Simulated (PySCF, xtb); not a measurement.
C3H5BO3, SMILES O=C1OCB1CO. The values are those of a single conformer.

Harmonic wavenumbers (cm⁻¹) from GFN2-xTB run with xtb at its own minimum, in rising order: 57, 67, 107, 209, 239, 369, 460, 475, 605, 623, 733, 796, 966, 1003, 1050, 1081, 1109, 1150, 1191, 1211, 1256, 1324, 1408, 1433, 1799, 2783, 2895, 2949, 2969, 3554.

### Question
What does B3LYP-D3(BJ)/def2-SVP run with PySCF 2.14.0 give at its own minimum? (The exact figures need the calculation; the answer reports its results.)

### Answer
93, 102, 114, 230, 289, 365, 476, 484, 615, 660, 745, 887, 937, 948, 1069, 1121, 1151, 1178, 1197, 1271, 1341, 1391, 1438, 1444, 1894, 2847, 3037, 3050, 3103, 3805. Paired by order, the mean absolute difference is 53 cm⁻¹ and the zero-point energies are 51.3 and 53.3 kcal/mol.
